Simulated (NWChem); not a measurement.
# SiH$_{3}$O$_{2}$I; SMILES I[SiH](O)O

```xyz
7

Si    -0.0028     1.3413     0.3694
O     -1.4206     1.8140    -0.3355
O      1.3234     2.0767    -0.2808
I      0.0817    -1.0722     0.0116
H      0.0461     1.6356     1.8177
H     -1.6012     2.7602    -0.3332
H      1.5956     1.8049    -1.1635
```
Atoms are numbered in this order, from 1.

Level: PBE0/def2-SVP with def2 effective core potentials on I (NWChem), optimised geometry, unscaled harmonic frequencies. def2 effective core potentials on I; no spin-orbit coupling.

Q: List the harmonic frequencies with IR intensities, and the thermochemistry.

A: 
| frequency (cm⁻¹) | IR intensity (km/mol) |
|---|---|
| 140 | 97.0 |
| 170 | 10.0 |
| 208 | 5.6 |
| 291 | 58.8 |
| 356 | 92.2 |
| 387 | 121.2 |
| 722 | 178.2 |
| 769 | 100.1 |
| 839 | 93.1 |
| 877 | 391.8 |
| 896 | 47.0 |
| 972 | 153.7 |
| 2310 | 104.3 |
| 3911 | 125.4 |
| 3921 | 115.1 |

| Quantity | Result |
|---|---|
| zero-point energy | 24.0 kcal/mol |
| thermal correction to the enthalpy at 298.15 K (with zero-point energy) | 28.4 kcal/mol |
| heat capacity Cv | 19.9 cal/(mol K) |
| entropy at 298.15 K and 1 atm (symmetry number 1) | 81.3 cal/(mol K) |

Rigid rotor and harmonic oscillator.
